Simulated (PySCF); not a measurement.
# Rotational lines of AlBr

Lines J+1 ← J of the vibrational ground state, computed from RHF-CCSD(T) constants of AlBr, ¹Σ⁺ (singlet), closed shell (Al x2c-SVPall, Br x2c-SVPall; spin-free X2C with a Gaussian nucleus (PySCF 2.14); masses 26.9815 and 78.9183 u), in MHz:

```
J  ν (MHz)
0   9458.6
1  18917.2
2  28375.7
3  37833.9
4  47291.8
```

(1) Find B0 and the effective bond length r0; with αe = 0.000793 cm⁻¹, find Re.

Correlated steps freeze 14 core orbitals. Correlated levels converge slowly with the basis: in double zeta they bind strong bonds too weakly, by up to about 1 eV, and carry superposition errors of some tenths. Where the molecule has an RHF reference, its open-shell atoms are computed with UHF.

## Answers

(1) ν = 2B0(J+1) − 4D(J+1)³ gives B0 = 0.15775 cm⁻¹. With the reduced mass μred = 20.107 u, r0 = √(16.8576/(μred·B0)) (u, cm⁻¹, Å) = 2.3054 Å. Be = B0 + αe/2 = 0.15815 cm⁻¹ gives Re = 2.302 Å.
